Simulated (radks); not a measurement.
Question: Radial electron density D(r) = 4 pi r^2 rho(r) of an atom or ion with 39 electrons. All-electron calculation, scalar-relativistic Kohn-Sham, LDA (Slater exchange, Perdew-Wang correlation), spin-polarised, spherical densities, finite nucleus; Fermi nuclear charge, rms radius of each element as measured or else 0.836 A^(1/3) + 0.57 fm. Program: a radial shooting solver on a logarithmic mesh with Libxc functionals.

r (bohr),D(r) (e/bohr),spin D(r)
0.002568,3.736,0.000532
0.002966,4.766,0.000677
0.003425,6.051,0.000857
0.003988,7.737,0.00109
0.004605,9.699,0.00136
0.005318,12.07,0.00168
0.006142,14.88,0.00206
0.007094,18.17,0.00249
0.008192,21.92,0.00296
0.009461,26.10,0.00346
0.01093,30.60,0.00396
0.01262,35.25,0.00440
0.01457,39.80,0.00473
0.01683,43.93,0.00486
0.01944,47.28,0.00469
0.02245,49.48,0.00415
0.02592,50.29,0.00318
0.02994,49.64,0.00180
0.03458,47.78,0.000151
0.04025,45.17,-0.00154
0.04649,43.04,-0.00255
0.05369,42.31,-0.00231
0.062,43.77,-0.0000481
0.07161,47.59,0.00488
0.0827,53.00,0.0129
0.09551,58.31,0.0240
0.1103,61.38,0.0380
0.1274,60.53,0.0552
0.1471,55.50,0.0764
0.1699,47.93,0.103
0.1962,40.87,0.136
0.2266,37.29,0.171
0.2617,38.30,0.201
0.3022,42.22,0.211
0.349,45.43,0.188
0.4063,44.37,0.125
0.4693,38.16,0.0514
0.542,28.80,0.00193
0.6259,19.60,0.0172
0.7228,13.18,0.119
0.8348,10.20,0.297
0.9641,9.482,0.514
1.113,9.270,0.722
1.286,8.399,0.885
1.485,6.730,0.995
1.715,4.781,1.06
1.981,3.114,1.07
2.287,1.975,1.04
2.642,1.297,0.940
3.051,0.8873,0.776
3.523,0.5962,0.569
4.102,0.3529,0.348
4.737,0.1828,0.182
5.471,0.07757,0.0775
6.318,0.02609,0.0261
7.297,0.006750,0.00675
8.427,0.001301,0.00130
9.732,0.0001803,0.000180

What is the nuclear charge?

Answer: Z = 40. The innermost maximum, from 1s, lies near gamma/Z bohr with gamma = sqrt(1 - (Z/c)^2) = 0.956, here 0.0239 bohr (found: 0.0261), and its height grows with Z. The density is that of the zirconium ion Zr+ in [Kr] 4d2 5s1; the configuration itself is not fixed sharply by these data, and Z only to a few units. D(r) has 3 maxima, at r = 0.0261, 0.116, 0.366 bohr, and minima at 0.0528, 0.236 bohr, inside which lie 2.04, 11.09 electrons.
